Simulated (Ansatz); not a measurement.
Abridged output of a molecular run in Ansatz:

```
Functional definition: HF
996 factors; integrals over basis functions are off by at most 4.9e-4 eV
mean field evaluation 1: about -81540.9070 eV, gradient 3.1e1 eV
mean field evaluation 2: about -81541.1032 eV, gradient 3.2e1 eV
mean field evaluation 4: about -81543.5270 eV, gradient 3.2e0 eV
mean field evaluation 8: about -81543.5917 eV, gradient 4.7e-1 eV
mean field evaluation 16: about -81543.5949 eV, gradient 2.6e-6 eV
mean field -81543.59489901 eV, -2996.6718403046 hartree, gradient 2.6e-6 eV, S^2 0.000000; 0 other end points of the search recorded, 0 dependent functions left out; unrestricted orbitals would lower it
16 core orbitals not correlated: weight in the atoms' cores, before any rotation towards them, 1.000 or more for the frozen orbitals, at most 0.000 for the correlated occupied ones
reference -81543.59489901 eV, -2996.6718403046 hartree; 17, 17 occupied and 119, 119 virtual orbitals, 996 factors
second order -23.47506501 eV of doubles, -0.00000000 eV of singles
cycle   1  -23.01949157 eV  change    4.6e-1 eV  update   1.3e-1
cycle   2  -23.65550957 eV  change   -6.4e-1 eV  update   4.3e-2
cycle   3  -23.80969326 eV  change   -1.5e-1 eV  update   2.1e-2
cycle   4  -23.78684521 eV  change    2.3e-2 eV  update   6.6e-3
cycle   5  -23.78376727 eV  change    3.1e-3 eV  update   3.3e-3
cycle   6  -23.78575526 eV  change   -2.0e-3 eV  update   1.1e-3
cycle   7  -23.78537805 eV  change    3.8e-4 eV  update   5.3e-4
cycle   8  -23.78537097 eV  change    7.1e-6 eV  update   1.9e-4
cycle   9  -23.78555838 eV  change   -1.9e-4 eV  update   7.2e-5
cycle  10  -23.78555121 eV  change    7.2e-6 eV  update   2.2e-5
perturbative correction -1.08252723 eV, -0.0397821421 hartree
Total energy: -81568.46297745 eV, -2997.5857253314 hartree
```

Its atoms:

Cartesian coordinates in Å:
```
F -1.3315 0.2469 -0.2012
C -0.0459 0.0354 -0.0329
Cl 0.1844 -1.1824 1.1369
Se 1.1929 0.9001 -0.9029
```

Which basis set was used?
A. cc-pV(Q+d)Z
B. def2-SVP
C. def2-SVPD
D. def2-TZVPP

D. It gives 152 functions.

Write the keys of the input that set method, charge and spin (a neutral closed shell needs none for the last two).


```yaml
correlation: {method: ccsd_t}
```
